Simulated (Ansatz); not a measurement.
A barrier at the coupled-cluster level

Start structure (GeSiH7F, closed shell), relaxed at PBE0-D4/def2-TZVP:

```csv
atom,x (Å),y (Å),z (Å)
Ge1,-0.9118,-1.9334,-0.0075
F2,0.6257,-1.2132,0.3995
H3,-0.6190,-2.9499,-1.1166
H4,-1.4206,-2.5924,1.2793
H5,-1.8097,-0.7850,-0.4793
H6,2.1449,1.4069,0.4826
Si7,0.8318,1.8833,-0.0117
H8,0.8925,3.3551,-0.2192
H9,-0.2336,1.5905,0.9800
H10,0.5000,1.2381,-1.3072
```

The step: GeH₃F ([F][GeH3]) + SiH₄ → GeSiH₆ ([SiH3][GeH3]) + HF; bonds formed: Ge1–Si7, F2–H6; bonds broken: Ge1–F2, H6–Si7. Computed with Ansatz 0.2.0 (basis: def2-TZVPP and def2-QZVPP); correlated methods freeze the cores. Filled d shells of the heavier atoms are correlated. The def2 sets are not built for correlating such inner shells, so the correlated values are less sure here. Extrapolation: Hartree–Fock as exp(−7.88 √X), correlation as X^−2.97. Energies below are by CCSD(T) at an estimated basis limit (MP2 extrapolated from triple and quadruple zeta, plus CCSD(T) − MP2 in triple zeta).

**Question.** What are the electronic barrier and the energy of the step, from the start structure to the end structure? (An estimate is asked for; the value comes from the calculation.)

**Answer.** Computed: Barrier 2.474 eV; step energy 0.328 eV (uphill); reverse barrier, their difference, 2.145 eV. Barrier and step energy count from the start structure, the reverse barrier from the end structure.

The saddle point: One imaginary mode of 1167i cm⁻¹.
```csv
pair,start (Å),saddle (Å),end (Å)
Ge1–Si7,4.20,2.74,2.38
F2–H6,3.03,1.24,0.93
Ge1–F2,1.75,2.06,3.50
H6–Si7,1.48,1.77,2.80
```

Zero-point energy (harmonic, PBE0-D4): ZPE is 1.566 eV at the start and 1.499 eV at the saddle, so the barrier goes from 2.474 to 2.407 eV.

No T1 diagnostic of these runs exceeds 0.015. The start structure is not quite a true minimum (one mode of 26i cm⁻¹).

Labels in which every atom is bracketed show which atoms are joined, not bond orders.

For scale, one of the runs: CCSD(T)/def2-TZVPP, 219 basis functions, launched by `ansatz run in.yaml --threads 4 --pin off --events-out ev --progress --plain --max-ram 9574MiB`. The run took 2 min on 4 CPU threads of an Intel Xeon (shared host), with 3.2 GiB of host memory at its peak.
